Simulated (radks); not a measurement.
Task: These are the eigenvalues of the occupied orbitals of an atom or ion with whole-number occupations (eV). Method: scalar-relativistic Kohn-Sham, revPBE, spin-polarised, spherical densities, finite nucleus; Fermi nuclear charge, rms radius of each element as measured or else 0.836 A^(1/3) + 0.57 fm; computed with a radial shooting solver on a logarithmic mesh with Libxc functionals.

1s up: -34389.28
1s down: -34389.16
2s up: -5366.882
2s down: -5366.820
2p up: -4817.262
2p down: -4817.177
3s up: -1111.676
3s down: -1111.573
3p up: -934.1643
3p down: -934.0527
3d up: -671.0442
3d down: -670.9389
4s up: -214.8395
4s down: -214.6174
4p up: -158.6223
4p down: -158.3818
4d up: -76.6635
4d down: -76.2739
5s up: -35.5033
5p up: -22.7228
5p down: -20.9827
6p up: -5.5785

Which element is it, and in what charge state? The configuration may be excited. Open shells, if any, are filled with parallel spins first.

Result: Z = 54, xenon, charge +1: Xe+ in [Kr] 4d10 5s1 5p5 6p1. The list shows which subshells hold electrons but not how many an open one holds; the 1s level, -1263.8 hartree, gives Z - s = 50.3 by -(Z - s)^2/2, which with screening and relativity narrows Z to a few neighbours, and the depths of the outer levels then fix element, charge and occupations together.
